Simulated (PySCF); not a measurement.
PySCF input for C2H4F2OSi, SMILES FC1(F)OC[SiH2]1, SMD-M06-2X/def2-SVP. The structure is a stationary point at B3LYP-D3(BJ)/def2-SVP. The structure was generated by enumeration, and PubChem lists no compound with its InChIKey, so it may never have been made.

```python
import numpy as np
from pyscf import gto, scf, dft
from pyscf.solvent import smd

mol = gto.M(
    atom='''
    F     0.20493989   -1.43271686   -1.08238161
    C     0.03470903   -0.63533406   -0.00000000
    F     0.20493986   -1.43271687    1.08238161
    O    -1.24202141   -0.09251214   -0.00000001
    C    -1.03858234    1.34968773   -0.00000001
    Si    0.86103356    1.11613855    0.00000001
    H    -1.49374776    1.80008675   -0.89634831
    H    -1.49374778    1.80008676    0.89634829
    H     1.60175956    1.50838277   -1.22779745
    H     1.60175953    1.50838277    1.22779748
    ''',
    basis='def2-SVP',
    charge=0,
    spin=0,
    max_memory=1600,
    verbose=3,
)
mf = dft.RKS(mol, xc='m06-2x').density_fit(auxbasis='def2-universal-jkfit')
mf.grids.level = 4
mf.conv_tol = 1e-9
mf.max_cycle = 100
mf.kernel()
res = {}
for name in ['water', 'methanol', 'toluene']:
    s = mf.SMD()
    s.with_solvent.solvent, s.with_solvent.sasa_ng = name, 302
    s.kernel(mf.make_rdm1())
    res[name] = (s.e_tot, s.with_solvent.get_cds(), s.dip_moment(), s.mo_energy, s.converged)
    print(f'SMD {name}: dG(solv) = {(s.e_tot - mf.e_tot) * 627.509474:.3f} kcal/mol, of which CDS {res[name][1] * 627.509474:.3f}')
```

Program output:

```
converged SCF energy = -642.468919313644
converged SCF energy = -642.472701414785
Dipole moment(X, Y, Z, Debye):  1.53114,  4.64039,  0.00000
SMD water: dG(solv) = -2.373 kcal/mol, of which CDS 4.149
converged SCF energy = -642.476581538538
Dipole moment(X, Y, Z, Debye):  1.51838,  4.61276,  0.00000
SMD methanol: dG(solv) = -4.808 kcal/mol, of which CDS 1.523
converged SCF energy = -642.472771481033
Dipole moment(X, Y, Z, Debye):  1.27806,  4.09271,  0.00000
SMD toluene: dG(solv) = -2.417 kcal/mol, of which CDS 0.041
```

Self-consistency was reached.
